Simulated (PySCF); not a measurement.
Vertical excitations of a molecule C₂H₇BO₃ from TDDFT-B3LYP/def2-SVPD (PySCF), as energy in eV (oscillator strength): 6.04 (0.004), 6.13 (0.010), 6.23 (0.002), 6.38 (0.019), 6.44 (0.011), 6.78 (0.016), 7.22 (0.001), 7.24 (0.021), 7.49 (0.005), 7.64 (0.003). Lowest triplet (TDA): 5.67 eV. Geometry: B3LYP-D3(BJ)/def2-SVP. One conformer was computed; it need not be the lowest.

Question: Pick the molecule that these values belong to.
A. COB(O)OC
B. OCB(O)CO
C. CCOB(O)O
D. C[C@H](O)B(O)O

Answer: B, OCB(O)CO
